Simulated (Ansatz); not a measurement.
Cost and result for the atomization energy of F$_{2}$GaHO, SMILES `[OH][Ga]([F])[F]` (5 atoms, 4 bonds).

Charge 0, multiplicity 1. Correlated methods include outer-core shells of Ga, which these sets cover unevenly. Scalar relativity is left out up to krypton. All single points use the PBE0-D4/def2-TZVP geometry. It is one conformer, not always the lowest. Program: Ansatz. All runs use 4 threads of an Arm Neoverse V1 on a shared host. Times are those of one run each, without the atoms' runs, and a repeat can differ threefold. Electronic energies, without spin–orbit coupling; frozen cores. CCSD(T)/CBS adds CCSD(T) − MP2 in def2-TZVPP to the MP2 limit, and its time is that of the two runs behind it. T1 = 0.015. With those shells the extrapolation isn't a true limit. B3LYP takes the VWN-RPA correlation (the form of Gaussian; ORCA's B3LYP/G). HSE06 is the plane-wave form, built on full-range PBE exchange.

CCSD(T)/CBS is a level of theory with its own doubt, some kJ/mol a heavy atom from the limit and from the frozen cores, so smaller differences don't rank the functionals.

```json
{"level": "BLYP-D4/def2-TZVPP", "functions": "155", "wall time": "0.9 s"}
{"level": "PBE-D4/def2-TZVPP (with forces)", "functions": "155", "wall time": "1.1 s"}
{"level": "HSE06-D4/def2-TZVPP", "functions": "155", "wall time": "1.2 s"}
{"level": "BHLYP-D4/def2-TZVPP", "functions": "155", "wall time": "1.4 s"}
{"level": "CAM-B3LYP-D4/def2-TZVPP", "functions": "155", "wall time": "1.4 s"}
{"level": "B3LYP-D4/def2-TZVPP (with forces)", "functions": "155", "wall time": "1.6 s"}
{"level": "CCSD(T)/def2-SVP", "functions": "79", "wall time": "1.8 s"}
{"level": "B2PLYP/def2-TZVPP", "functions": "155", "wall time": "2.1 s"}
{"level": "r2SCAN-D4/def2-TZVPP (with forces)", "functions": "155", "wall time": "2.3 s"}
{"level": "ωB97M-V/def2-TZVPP (with forces)", "functions": "155", "wall time": "4.8 s"}
{"level": "MP2/def2-QZVPP", "functions": "290", "wall time": "6.5 s"}
{"level": "CCSD(T)/def2-TZVPP", "functions": "155", "wall time": "27 s"}
{"level": "CCSD(T)/CBS(def2)", "functions": "–", "wall time": "33 s"}
```

Task: What atomization energy does each give, and how far from CCSD(T)/CBS? (Estimate.)

Result: Ansatz gave: 
```json
{"level": "BLYP-D4/def2-TZVPP", "atomization (kcal/mol)": "420.8", "difference from CCSD(T)/CBS": "-7.5", "per bond": "-1.9"}
{"level": "PBE-D4/def2-TZVPP (with forces)", "atomization (kcal/mol)": "432.2", "difference from CCSD(T)/CBS": "3.9", "per bond": "1.0"}
{"level": "HSE06-D4/def2-TZVPP", "atomization (kcal/mol)": "414.8", "difference from CCSD(T)/CBS": "-13.5", "per bond": "-3.4"}
{"level": "BHLYP-D4/def2-TZVPP", "atomization (kcal/mol)": "391.8", "difference from CCSD(T)/CBS": "-36.5", "per bond": "-9.1"}
{"level": "CAM-B3LYP-D4/def2-TZVPP", "atomization (kcal/mol)": "422.6", "difference from CCSD(T)/CBS": "-5.7", "per bond": "-1.4"}
{"level": "B3LYP-D4/def2-TZVPP (with forces)", "atomization (kcal/mol)": "414.3", "difference from CCSD(T)/CBS": "-14.0", "per bond": "-3.5"}
{"level": "CCSD(T)/def2-SVP", "atomization (kcal/mol)": "397.7", "difference from CCSD(T)/CBS": "-30.6", "per bond": "-7.7"}
{"level": "B2PLYP/def2-TZVPP", "atomization (kcal/mol)": "419.6", "difference from CCSD(T)/CBS": "-8.7", "per bond": "-2.2"}
{"level": "r2SCAN-D4/def2-TZVPP (with forces)", "atomization (kcal/mol)": "425.6", "difference from CCSD(T)/CBS": "-2.7", "per bond": "-0.7"}
{"level": "ωB97M-V/def2-TZVPP (with forces)", "atomization (kcal/mol)": "420.7", "difference from CCSD(T)/CBS": "-7.6", "per bond": "-1.9"}
{"level": "MP2/def2-QZVPP", "atomization (kcal/mol)": "449.5", "difference from CCSD(T)/CBS": "21.2", "per bond": "5.3"}
{"level": "CCSD(T)/def2-TZVPP", "atomization (kcal/mol)": "418.0", "difference from CCSD(T)/CBS": "-10.3", "per bond": "-2.6"}
{"level": "CCSD(T)/CBS(def2)", "atomization (kcal/mol)": "428.3", "difference from CCSD(T)/CBS": "0.0", "per bond": "0.0"}
```

The D4 term adds +2.7 kcal/mol with B3LYP and +1.4 kcal/mol with PBE0; it sums over pairs of atoms, weighted by their polarisabilities, and B3LYP, whose exchange is more repulsive, gets the larger term. At CCSD(T), def2-SVP lies −30.7 kcal/mol from the extrapolated value and def2-TZVPP −10.3 kcal/mol: correlation converges slowly with the basis, and small sets miss more of it in the bonded molecule than in its fragments. Leaving LDA and LC-ωPBE aside and taking each functional with its dispersion term where it has one, the values spread over 40.3 kcal/mol, from BHLYP-D4 to PBE-D4. LDA lies +70.0 kcal/mol from PBE without D4, its usual overbinding.
